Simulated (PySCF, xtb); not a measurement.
heptafluorocyclopentane (C5H3F7), SMILES FC1(C(F)(F)CC(F)C1(F)F)F.

GFN2-xTB (xtb) at its own geometry gives an orbital gap of 10.28 eV and a dipole moment of 4.38 D.

Geometry: PBE0-D3(BJ)/def2-SVP. One conformer was computed; it need not be the lowest.

Question: What does PBE/def2-SVP (PySCF) give? (An estimate is asked for; the answer gives what the named calculation found.)

Answer: gap 6.84 eV (levels -7.41 and -0.56 eV), dipole 2.80 D.
